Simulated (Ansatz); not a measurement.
These are frozen-core CCSD(T)/def2-TZVPP // r2SCAN-D4/def2-TZVP (Ansatz, an electronic-structure program) values and carry that method's errors. The geometry is that of the parent before the electron was removed.

Ansatz 0.2 input:
```yaml
crystal:
  periodic: [false, false, false]
  atoms:
    - { symbol: C, position_ang: [-0.149985, 0.004596, 0.004025] }
    - { symbol: Se, position_ang: [1.59555, -0.048914, -0.042615] }
    - { symbol: H, position_ang: [-0.751362, -0.901784, 0.009877] }
    - { symbol: H, position_ang: [-0.694203, 0.946101, 0.028711] }
basis:
  gaussian: { orbitals: def2-TZVPP }
correlation:
  method: ccsd_t
total_charge: 1
magnetization:
  spin_polarized: true
  initial_magnetization: 1
```

Output:

```
Functional definition: HF
669 factors; integrals over basis functions are off by at most 1.5e-3 eV
mean field evaluation 1: about -66353.2693 eV, gradient 2.3e1 eV
mean field evaluation 2: about -66353.2750 eV, gradient 2.3e1 eV
mean field evaluation 4: about -66356.4828 eV, gradient 2.9e0 eV
mean field evaluation 8: about -66356.6639 eV, gradient 5.2e-1 eV
mean field evaluation 16: about -66356.7969 eV, gradient 5.4e-2 eV
mean field evaluation 32: about -66356.5461 eV, gradient 7.3e-1 eV
mean field evaluation 64: about -66356.5846 eV, gradient 3.4e-1 eV
mean field evaluation 96: about -66354.7895 eV, gradient 3.1e-4 eV
mean field evaluation 128: about -66354.7895 eV, gradient 1.2e-2 eV
mean field evaluation 160: about -66347.2413 eV, gradient 6.3e0 eV
mean field evaluation 192: about -66353.5751 eV, gradient 1.0e-1 eV
mean field evaluation 224: about -66354.7863 eV, gradient 2.1e-1 eV
mean field evaluation 256: about -66355.4166 eV, gradient 6.7e0 eV
mean field evaluation 288: about -66356.5649 eV, gradient 3.2e-1 eV
mean field evaluation 320: about -66356.5005 eV, gradient 9.9e-1 eV
mean field evaluation 352: about -66354.4534 eV, gradient 1.3e-1 eV
mean field evaluation 384: about -66354.4472 eV, gradient 4.9e-2 eV
mean field -66356.79713119 eV, -2438.5673163186 hartree, gradient 5.6e-6 eV, S^2 1.150050; 7 other end points of the search recorded, 0 dependent functions left out
determinant -66356.79713119 eV, -2438.5673163186 hartree, with singles and doubles -66367.82926213 eV, -2438.9727396530 hartree
determinant -66354.78952135 eV, -2438.4935380179 hartree, with singles and doubles -66365.66268894 eV, -2438.8931195566 hartree
determinant -66354.45373133 eV, -2438.4811979623 hartree, with singles and doubles -66364.68499887 eV, -2438.8571901093 hartree
determinant -66353.57469143 eV, -2438.4488938419 hartree, with singles and doubles -66364.63443816 eV, -2438.8553320376 hartree
10 core orbitals not correlated
reference -66356.79713119 eV, -2438.5673163186 hartree; 11, 10 occupied and 86, 87 virtual orbitals, 669 factors
second order -10.13024568 eV of doubles, -0.00000000 eV of singles
cycle   1  -10.94205190 eV  change   -5.2e-1 eV  update   1.9e-2
cycle   2  -10.96024811 eV  change   -1.8e-2 eV  update   4.8e-3
cycle   3  -10.96092844 eV  change   -6.8e-4 eV  update   2.6e-3
cycle   4  -10.96428818 eV  change   -3.4e-3 eV  update   1.5e-3
cycle   5  -10.96767920 eV  change   -3.4e-3 eV  update   1.0e-3
cycle   6  -10.96963389 eV  change   -2.0e-3 eV  update   4.3e-4
cycle   7  -10.97040901 eV  change   -7.8e-4 eV  update   1.5e-4
cycle   8  -10.97051139 eV  change   -1.0e-4 eV  update   5.0e-5
cycle   9  -10.97052812 eV  change   -1.7e-5 eV  update   1.7e-5
perturbative correction -0.47203854 eV, -0.0173470965 hartree
Total energy: -66368.23969784 eV, -2438.9878228872 hartree
```

Cost: about 30 core-seconds (a rough figure).
